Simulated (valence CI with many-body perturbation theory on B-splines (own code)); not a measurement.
Hyperfine factors and g values of Se III

Calculated by valence CI with perturbative core correlation (CI+MBPT): four valence electrons over a frozen Dirac-Fock core [Ar] 3d10, a basis of 11 s, 11 p, 9 d, 7 f, 5 g, 2 h, 1 i functions for each j, with the one-electron correlation potential Σ1 (screened to all orders), the two-electron term Σ2, the three-electron term Σ3, Breit, model QED; selected single and double excitations, second order for the rest, scaled by the run's own slope (own B-spline code, finite nucleus).

Against 29 measured levels this calculation errs by 223 cm⁻¹ on average and by 778 at most. These come from a selection out of Moore, Atomic Energy Levels, vol. II, NSRDS-NBS 35 (1971 reprint of NBS Circular 467, 1952), an old analysis. Levels without a partner in it may be off by more. Among the levels kept, up to 460 cm⁻¹ of a level comes from second order outside the variational space, and about a tenth of that is noise between levels of different J, which matters for small intervals.

A/g_I is the dipole constant over the nuclear g factor μ/I (μ in nuclear magnetons, uniformly magnetised nucleus), B/Q the quadrupole constant per barn. Both hold the static response of the core; the bare values leave it out. Large factors of s and p1/2 electrons are usually good to 5 to 10 %; those of open d and f shells near neutrality can be off by tens of per cent, and small factors of p3/2, d and f electrons come from cancelling terms and can be off by a factor of two or in sign, in half-filled shells by more. B is blank for J = 1/2, where it vanishes, and for nearly pure S terms. Energies count from the lowest level. Levels with J = 0 are left out.

Names give the largest LS component (configuration and term), which can be under half, so a name can repeat, a term be missing and a line seem to break the LS rules; names also repeat where a configuration has a term twice. Letters in brackets count levels of one name in rising energy.

```csv
Level,E (cm⁻¹),g,A/g_I (MHz),A/g_I bare,B/Q (MHz/b),B/Q bare
4s²4p² ³P_1,1737,1.501,-70.7,-110,665,570
4s²4p² ³P_2,3926,1.481,990,848,-1250,-1080
4s²4p² ¹D_2,13012,1.020,1160,1060,2540,2180
4s4p³ ⁵S°_2,68276,2.000,4630,4160,,
4s4p³ ³D°_1,92338,0.514,-3150,-2840,229,197
4s4p³ ³D°_2,92453,1.175,2080,1890,510,437
4s4p³ ³D°_3,93015,1.334,3670,3330,-300,-257
4s4p³ ³P°_2,106227,1.464,3850,3490,-570,-500
4s4p³ ³P°_1,106309,1.488,5070,4580,-387,-327
4s²4p4d ¹D°_2,112229,1.028,1050,955,-710,-632
4s²4p4d ³F°_2,123706,0.671,931,863,989,821
4s²4p4d ³F°_3,124964,1.084,573,516,1040,859
4s²4p5s ³P°_1,126701,1.415,3800,3480,-376,-324
4s²4p4d ³F°_4,127057,1.250,275,235,1530,1270
4s²4p5s ³P°_2,130302,1.501,1510,1360,1440,1240
4s²4p5s ¹P°_1,131561,1.084,25.4,-15.7,953,818
4s4p³ ³S°_1,136923,1.449,-1340,-1260,101,83.9
4s²4p4d ³D°_1 [a],139116,1.200,-867,-825,181,154
4s²4p4d ³P°_2,139256,1.362,305,260,698,584
4s²4p4d ³D°_1 [b],140563,1.077,-1740,-1610,29.5,19.0
4s²4p4d ³D°_3,141891,1.324,757,668,-1100,-951
4s²4p4d ³D°_2,142556,1.288,635,556,-1070,-914
4s²4p4d ³P°_1,142583,1.275,310,268,-646,-547
4s4p³ ¹D°_2,147794,1.017,959,874,-327,-300
4s²4p4d ¹F°_3,148583,1.009,485,440,1570,1330
4s²4p5p ¹P_1,150569,0.804,2250,2060,-332,-287
4s²4p5p ³D_1,153020,0.916,13.9,42.2,-11.4,-8.08
4s²4p5p ³D_2,153332,1.184,1120,1010,276,240
4s²4p5p ³P_1,156174,1.364,225,160,467,401
4s²4p5p ³D_3,156493,1.334,511,446,1800,1550
4s²4p5p ³P_2,157688,1.438,712,617,21.0,15.2
4s²4p4d ¹P°_1,157790,1.000,196,179,45.8,42.9
4s²4p5p ³S_1,159119,1.918,622,512,43.6,37.5
4s²4p5p ¹D_2,160985,1.047,694,627,1460,1260
```

(1) Take the isotope of mass number 79, with I = 7/2, μ = -1.018 μN and Q = 0.8 b. What is the hyperfine structure of 4s4p³ ³D°_2?

Answers

(1) From the table A = -605 MHz, B = 408 MHz. Shifts from the centre of gravity in MHz: F = 3/2: 5660, F = 5/2: 3970, F = 7/2: 1700, F = 9/2: -1050, F = 11/2: -4130.
